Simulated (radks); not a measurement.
Question: The mean radii <r> (bohr) of the occupied orbitals of an atom or ion are listed with their occupations. Calculated with a radial shooting solver on a logarithmic mesh with Libxc functionals: scalar-relativistic Kohn-Sham, r2SCAN, spin-polarised, spherical densities, finite nucleus; meta-GGA in the generalised Kohn-Sham scheme; Fermi nuclear charge, rms radius of each element as measured or else 0.836 A^(1/3) + 0.57 fm.

orbital  occ.      <r>
1s up       1  0.01580
1s down     1  0.01580
2s up       1  0.06648
2s down     1  0.06648
2p up       3  0.06055
2p down     3  0.06055
3s up       1   0.1715
3s down     1   0.1715
3p up       3   0.1736
3p down     3   0.1736
3d up       5   0.1575
3d down     5   0.1575
4s up       1   0.3770
4s down     1   0.3770
4p up       3   0.4022
4p down     3   0.4021
4d up       5   0.4223
4d down     5   0.4223
5s up       1   0.8338
5s down     1   0.8337
4f up       7   0.4410
4f down     7   0.4410
5p up       3   0.9488
5p down     3   0.9473
5d up       5    1.211
5d down     5    1.198
6s up       1    1.985
6d up       1    3.498

Name the element and its charge. Open shells, if any, are filled with parallel spins first.

Answer: Z = 83, bismuth, charge +3: Bi3+ in [Xe] 4f14 5d10 6s1 6d1. The 1s radius gives Z: for a bare nucleus <r> = (2 gamma + 1)/(2Z) with gamma = sqrt(1 - (Z/c)^2), 0.01561 bohr for Z = 83, and screening makes it slightly larger (0.01580 here). The occupations add up to 80, and the charge is Z minus that.
